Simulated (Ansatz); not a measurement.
Input for Ansatz (a program for electronic structure): R-PBE/def2-TZVPPD on AsFH4 (a complex), monomers drawn apart or pushed together. Files ending in .json are basis or fitting sets from the Basis Set Exchange.

Ansatz 0.2 input:
```yaml
crystal:
  periodic: [false, false, false]
  atoms:
    - {symbol: F, position_ang: [0.83298341, -0.55984759, -0.25489031]}
    - {symbol: H, position_ang: [0.55077934, -0.32185962, 0.60610121]}
    - {symbol: As, position_ang: [-0.45340721, 0.52668042, 3.69075416]}
    - {symbol: H, position_ang: [0.33713850, 0.15046443, 4.93056841]}
    - {symbol: H, position_ang: [-1.78248578, 0.07117218, 4.26498539]}
    - {symbol: H, position_ang: [-0.64043502, 1.97231188, 4.11366126]}
basis:
  gaussian:
    orbitals: def2-TZVPPD.json
hamiltonian:
  xc: {name: PBE}
scf: {lower_state_search: off}
```

Task: What total energy does the run end on?

Result: -2337.7176 hartree.
